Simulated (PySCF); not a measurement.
How methods differ on the ionisation energy of Zn²⁺

Zn²⁺ [Ar] 3d10 (1S) → Zn³⁺ [Ar] 3d9 (2D), as a difference of total energies. All numbers are calculated (PySCF 2.14, a scalar-relativistic core potential, in cc-pVDZ-PP with ECP10MDF (4s4p3d1f, 38 functions)). Correlated levels: valence: 3s2 3p6 frozen. The calculations carry no spin-orbit coupling.

```tsv
method	ionisation energy (eV)
UHF	37.050
TPSS	39.732
MN15	41.493
MP2 (valence)	39.630
SCS-MP2 (valence)	39.313
```

Q: How much does correlation contribute at MP2 (valence)?

A: 39.630 − (37.050) = 2.580 eV, measured against UHF.

The reference lies between the lowest fine-structure levels, while these numbers refer to the centres of the terms.

Errors of the correlated levels include the incompleteness of this basis and the frozen core.

For comparison: 39.723 eV (measured; NIST Atomic Spectra Database, ionization energies).
